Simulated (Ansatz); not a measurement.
Consider the redistribution: `[F][Al]([O][SiH3])[O][SiH3]` + `[SiH3][O][In]([SH])[O][SiH3]` → `[SiH3][O][Al]([O][SiH3])[O][SiH3]` + `[F][In]([SH])[O][SiH3]`.

Isolated molecules relaxed with PBE0-D4/def2-TZVP in Ansatz; ΔE leaves out vibrations. CBS: MP2 limit from def2 TZ/QZ plus the TZ coupled-cluster correction, frozen cores. DFT in def2-TZVPP. B3LYP here is the variant with VWN-RPA as its local correlation; programs differ in this. def2 core potentials past Kr. For In outer-core shells are correlated without core-valence functions, which leaves a few kJ/mol of doubt a bond. Each species was taken in one conformer, which may not be the lowest.

| level | ΔE (kcal/mol) | difference from CCSD(T)/CBS |
| --- | --- | --- |
| r2SCAN-D4 | 1.5 | -2.5 |
| B3LYP-D4 | 1.5 | -2.5 |
| ωB97X-V | 1.8 | -2.2 |
| B2PLYP | 1.9 | -2.1 |
| PBE | 1.0 | -3.0 |
| r2SCAN | 1.3 | -2.7 |
| HF/def2-TZVPP | 0.3 | -3.7 |
| CCSD/def2-TZVPP | 3.4 | -0.6 |
| CCSD(T)/def2-TZVPP | 3.8 | -0.2 |
| MP2/CBS(def2) | 4.7 | 0.7 |
| CCSD(T)/CBS | 4.0 | 0 |

Largest T1 diagnostic among the species: 0.015.

The D4 term adds +1.2 kcal/mol with B3LYP and +0.7 kcal/mol with PBE0; it sums over pairs of atoms, weighted by their polarisabilities, and B3LYP, whose exchange is more repulsive, gets the larger term. In def2-TZVPP, CCSD(T) changes the Hartree–Fock value by +3.5 kcal/mol (the triples alone add +0.4 kcal/mol) and MP2 by +4.2 kcal/mol.

CCSD(T)/CBS has its own doubt, a few kJ/mol and more with outer-core shells, so smaller differences from it don't rank the levels.
